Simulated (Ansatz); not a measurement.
Input for Ansatz (a program for electronic structure): R-BHLYP/def2-TZVPPD on H2O (SMILES O). The basis file is the Basis Set Exchange's JSON of that set.

Ansatz 0.2 input:
```yaml
crystal:
  periodic: [false, false, false]
  atoms:
    - {symbol: O, position_ang: [-0.00000000, 0.00000000, 0.38961139]}
    - {symbol: H, position_ang: [0.00000000, 0.76498632, -0.19485569]}
    - {symbol: H, position_ang: [0.00000000, -0.76498632, -0.19485569]}
basis:
  gaussian:
    orbitals: def2-TZVPPD.json
hamiltonian:
  xc: {name: BHLYP}
scf: {lower_state_search: off}
```

Output:

```
WARN ansatz: RAYON_NUM_THREADS=4 ignored (pool sized by the plan → 4); use --threads N
Functional definition: BHLYP
these checks for a lower state are left out or cut short: stability, starts, cluster_reference, orbital_swaps, neighbouring_geometries, increment
integrals: 0.01 GiB planned
325 factors; their error is unknown
mean field: 0.13 GiB planned
mean field evaluation 1: about -2076.4107 eV, gradient 4.5e1 eV
mean field evaluation 2: about -2074.6988 eV, gradient 5.5e1 eV
mean field evaluation 4: about -2079.6157 eV, gradient 1.8e-1 eV
mean field evaluation 8: about -2079.6324 eV, gradient 2.1e-3 eV
mean field -2079.63244173 eV, -76.4250826081 hartree, gradient 8.7e-7 eV, S^2 0.000000; 0 other end points of the search recorded, 0 dependent functions left out
reference -2079.63256594 eV, -76.4250871729 hartree; 5, 5 occupied and 69, 69 virtual orbitals, 325 factors
Total energy: -2079.63256594 eV, -76.4250871729 hartree
Checks for a lower state left out: stability, starts, cluster_reference, orbital_swaps, neighbouring_geometries, increment
```

The calculation finished and met its thresholds.

Cost: very roughly 0.5 core-seconds.
